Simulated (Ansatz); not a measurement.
All numbers were calculated with Ansatz.

A structure relaxed at PBE0-D4/def2-TZVP, charge 0, multiplicity 1:

Cartesian coordinates in Å:
```
C -0.517 1.265 -0.465
S 0.658 0.814 0.850
Ga 0.694 -1.345 0.661
Cl 1.898 -2.548 1.931
Cl -0.488 -2.332 -0.816
H -1.500 0.835 -0.283
H -0.154 0.958 -1.443
H -0.591 2.352 -0.436
```

Q: Give its formula and SMILES.

A: CH3Cl2GaS, `C[S][Ga]([Cl])[Cl]`.

Q: Point group (tolerance 0.08 Å, 0.16 Å for H)?

A: Cs.

Q: Summarise the bond lengths by kind.

A: 1 × C–S 1.821 Å; 3 × C–H 1.088 to 1.090 Å; 1 × Ga–S 2.168 Å; 2 × Cl–Ga 2.123 to 2.133 Å.
